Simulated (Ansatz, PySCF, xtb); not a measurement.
Reaction 3 R1 + R2 → P1 + P2 + P3 + P4, each structure at its B3LYP-D3(BJ)/def2-TZVP stationary point, reached from a drawn start (curvature not checked).
P1: CH4 (SMILES C), charge 0, multiplicity 1.
R1, H2 (SMILES [H][H]) (charge 0, multiplicity 1, Z-matrix in Å and degrees):
```
H
H 1 0.7440
```
P2: HCl (SMILES Cl), charge 0, multiplicity 1.
P3, HF (SMILES F) (charge 0, multiplicity 1):
```
atom   x (Å)   y (Å)    z (Å)
----  ------  ------  -------
F     0.0000  0.0000   0.4622
H     0.0000  0.0000  -0.4622
```
P4, SiH4 (SMILES [SiH4]) (charge 0, multiplicity 1, Z-matrix in Å and degrees):
```
Si
H 1 1.4803
H 1 1.4803 2 109.47
H 1 1.4803 2 109.47 3 120.00
H 1 1.4803 2 109.47 3 -120.00
```
R2: CH4ClFSi (SMILES C[SiH](F)Cl), charge 0, multiplicity 1.

P less R. No zero-point or thermal terms.

Cores are frozen in the correlated methods.

Programs: Ansatz (Gaussian basis) for Hartree–Fock, density functionals and correlated methods; PySCF for the D3/D4 terms; xtb for the GFN methods. All values are computed, each at the level named.

Q: One of these levels gives 177.1 kJ/mol for the reaction energy. Which one is it?
A) CCSD/cc-pV(D+d)Z
B) r2SCAN/def2-TZVPP
C) PBE-D4/def2-TZVPP
D) GFN1-xTB

A: C, PBE-D4/def2-TZVPP. The others give 144.2 (GFN1-xTB), 192.8 (r2SCAN/def2-TZVPP), 121.2 (CCSD/cc-pV(D+d)Z)

Ansatz is a program for electronic structure.
